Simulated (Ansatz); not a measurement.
Geometry optimisation, RKS PBE-D4/def2-SVP in Ansatz 0.2.0.

input.yaml

```yaml
crystal:
  periodic: [false, false, false]
  atoms:
    - { symbol: Ga, position_ang: [0.0, 0.0, 0.0] }
    - { symbol: Cl, position_ang: [0.0, 0.0, 2.59] }
    - { symbol: O, position_ang: [1.5501, 0.0, -0.895] }
    - { symbol: H, position_ang: [1.85, -0.9519, -1.0499] }
    - { symbol: O, position_ang: [-1.5501, 0.0, -0.895] }
    - { symbol: H, position_ang: [-2.0598, -0.8467, -0.6865] }
    - { symbol: Br, position_ang: [0.1219, 2.5784, 0.8577] }
    - { symbol: H, position_ang: [0.0692, 1.4628, 2.1491] }
basis:
  gaussian: { orbitals: def2-SVP }
hamiltonian:
  xc: pbe
  dispersion: d4
relax:
  f_tol: 0.15
  max_steps: 25
  restrain:
    - { distance: [0, 6], at: 2.42, k: 30.0 }
    - { distance: [7, 1], at: 1.37, k: 30.0 }
    - { distance: [0, 1], at: 3.44, k: 30.0 }
    - { distance: [7, 6], at: 2.75, k: 30.0 }
```

Command:

```bash
$ ansatz run input.yaml --threads 4 --pin off --max-ram 5120MiB --backend cpu --events-out ev --progress --plain --runs-dir out
```

Q: Where does it end, and by what steps?

A: The run converged. The restraints hold the end off the free minimum. After 7 steps the energy has fallen by 0.633 eV (the restraints' own energy left out); Ga1 moved furthest, 0.67 Å. Parted: Br7–H8 (1.71 → 2.75 Å).

| step | energy less start (eV) | largest force component (eV/Å) | accepted |
| --- | --- | --- | --- |
| 0 | 0.0000 | 2.060 | yes |
| 1 | -0.0113 | 2.606 | yes |
| 2 | -0.2189 | 2.566 | yes |
| 3 | -0.4714 | 1.348 | yes |
| 4 | -0.5137 | 1.378 | yes |
| 5 | -0.5927 | 0.879 | yes |
| 6 | -0.5934 | 1.156 | yes |
| 7 | -0.6335 | 0.902 | yes |

```xyz
8
Properties=species:S:1:pos:R:3
Ga 0.036 0.543 -0.398
Cl -0.074 -0.061 2.980
O 1.634 -0.179 -0.781
H 1.556 -1.017 -1.276
O -1.637 -0.055 -0.664
H -1.671 -1.020 -0.804
Br 0.178 2.797 0.382
H -0.040 1.234 2.631
```

Time of the run: 8.6 s on 4 threads of INTEL(R) XEON(R) PLATINUM 8581C CPU @ 2.10GHz (Emerald Rapids), on a shared host, peak memory 0.22 GiB.
